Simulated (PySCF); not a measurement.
**Bond length, frequency and bond energy of ZnS⁺ by level of theory**

State: ²Π (doublet), unpaired electrons π ↑. Set-up: Zn def2-SVP, S def2-SVP; no relativity (PySCF 2.14). De refers to Zn⁺ + S in their high-spin ground configurations, without counterpoise correction. The functionals are run spin-unrestricted. A positive dipole points towards S; it is taken about the centre of mass and depends on that origin. Levels whose curve was spin-contaminated or gave no clean fit are not listed.

| Level | Re (Å) | ωe (cm⁻¹) | De (eV) | μ (D) | CPU s a point (SCF and correlation, without the integrals) |
| --- | --- | --- | --- | --- | --- |
| UHF-CCSD | 2.204 | 374 | 1.53 | n/a | n/a |
| UHF-CCSD(T) | 2.203 | 379 | 1.64 | n/a | 8.9 |
| PBE | 2.177 | 378 | 2.34 | -3.51 | 0.67 |
| BLYP | 2.202 | 358 | 2.26 | -3.18 | 0.51 |
| r²SCAN | 2.154 | 400 | 2.18 | -4.08 | 0.97 |
| M06-L | 2.152 | 405 | 2.16 | -4.45 | 0.95 |
| PBE0 | 2.171 | 391 | 2.02 | -4.18 | 0.94 |
| BHandHLYP | 2.183 | 387 | 1.71 | -4.43 | 0.58 |

The bond length runs from 2.152 Å (M06-L) to 2.204 Å (UHF-CCSD). De spans 1.53 eV (UHF-CCSD, coupled cluster) to 2.34 eV (PBE, GGA).

Correlated steps freeze 10 core orbitals. Correlated levels converge slowly with the basis: in double zeta they bind strong bonds too weakly, by up to about 1 eV, and carry superposition errors of some tenths. For an ion De counts to the pair picked by the measured ionisation energies or electron affinities, which need not be the lowest pair at this level. The state is the lowest determinant that a PBE0 search found; another state may lie lower at other levels.

The whole job (state search and all levels along the bond) took about 2.8 min on 1 thread of Arm Neoverse V2 (shared host), peak memory 0.6 GiB.
